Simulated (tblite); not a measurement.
Species: CH12N2SSi4.
Cartesian coordinates in Å at the GFN2-xTB level; atoms count from 1:
```
atom  x, y, z in Å
C1    -2.9483   -1.3067   -0.5502
N2    -1.5853   -0.9640   -0.8731
Si3   -0.4701   -0.3044    0.2623
Si4   -0.1709    1.9642    0.7477
N5    -1.0776    3.0612   -0.2337
S6     1.9586    1.7792    0.1890
Si7    1.7413   -0.2840   -0.5363
Si8    3.4848   -1.5660    0.2693
H9    -3.2951   -2.1154   -1.1963
H10   -2.9855   -1.6469    0.4816
H11   -3.6332   -0.4587   -0.6571
H12   -1.4890   -0.7088   -1.8448
H13   -0.7335   -1.1051    1.4723
H14   -0.1589    2.6193    2.0506
H15   -1.2320    2.8290   -1.2027
H16   -0.8672    4.0457   -0.1650
H17    1.8414   -0.1296   -2.0015
H18    3.4245   -2.8890   -0.3610
H19    3.3665   -1.7759    1.7152
H20    4.8243   -1.0335    0.0210
```

Computed with GFN2-xTB (tblite): harmonic, unscaled wavenumbers at the GFN2-xTB geometry, gas phase. This tight-binding method is rough: wavenumbers can miss measured ones by several per cent, in bad cases by 10 to 20. Modes of hydrogen on silicon can be 10 to 20 % off. One conformer, not necessarily the lowest.

Harmonic wavenumbers (cm⁻¹): 32.6, 42.6, 47.6, 72.3, 77.5, 92.6, 122.4, 148.5, 165.4, 176.8, 201.5, 228.1, 278.2, 337.5, 388.5, 390.7, 407.8, 432.0, 455.4, 483.3, 505.8, 518.7, 560.5, 570.4, 589.5, 627.8, 665.8, 684.1, 775.7, 803.5, 805.1, 820.4, 822.7, 879.4, 1062.2, 1104.4, 1152.8, 1358.3, 1423.4, 1491.4, 1502.1, 1522.6, 2093.4, 2118.2, 2219.3, 2229.2, 2256.0, 2267.8, 2915.9, 2975.4, 3036.6, 3438.6, 3449.8, 3484.2.

A = 983.4, B = 623.4, C = 413.7 MHz; mass 195.980 u (most abundant isotopes); point group C1, symmetry number 1.

Problem. What is the zero-point energy?

Solution. ½Σν̃ = 28656 cm⁻¹ = 342.80 kJ/mol.

Problem. What is S at 298.15 K and 1 bar for an ideal gas of classical rigid rotors and harmonic oscillators?

Solution. Translation 174.68, rotation 131.87, vibration 231.27: S = 537.8 J/(mol K).

Problem. And Cp and H(298.15 K) − H(0)?

Solution. Cp = 235.46 J/(mol K), of which vibrations give 202.20 (their classical limit is 54 R = 449.0); H(298.15 K) − H(0) = 43.90 kJ/mol without the zero-point energy, 33.99 from vibrations.

Problem. How do the functions run with temperature in this model?

Solution. 
```tsv
T (K)	S (J/(mol K))	Cp (J/(mol K))	H − H(0) (kJ/mol)	G − H(0) (kJ/mol)	ln q(vib)
150	405.5	153.5	14.67	-46.15	6.89
250	498.4	212.6	33.10	-91.49	11.85
400	612.7	274.0	69.95	-175.13	18.61
600	734.4	326.1	130.34	-310.30	26.54
900	876.8	375.8	236.23	-552.93	36.60
```

q(vib) and H(0) count from the zero-point level.

Problem. Blend soft modes into free rotors: weight 1/[1 + (100 cm⁻¹/ν̃)⁴] for the oscillator and the rest for a rotor with moment μB/(μ + B), μ = h/(8π²ν), B = 10⁻⁴⁴ kg m². What vibrational entropy results?

Solution. 205.31 J/(mol K) in place of 231.27, which changes −T·S at 298.15 K by +7.74 kJ/mol.

Problem. What must be added to the electronic energy to get the Gibbs energy at 298.15 K and 1 bar?

Solution. ZPE + [H(298.15 K) − H(0)] − T·S = 342.80 + 43.90 − 160.35 = 226.35 kJ/mol.

Problem. Which modes carry the vibrational entropy at 298.15 K?

Solution. 32.6 cm⁻¹: 23.70; 42.6 cm⁻¹: 21.48; 47.6 cm⁻¹: 20.56; 72.3 cm⁻¹: 17.11; 77.5 cm⁻¹: 16.54; 92.6 cm⁻¹: 15.08 J/(mol K); the other 48 give 116.79 together.

Hindered rotation and anharmonicity are outside this model. Other conformers, if any are populated, would add a mixing term that is left out. The structure is chiral; the term R ln 2 for an equal mix with its mirror image is left out.
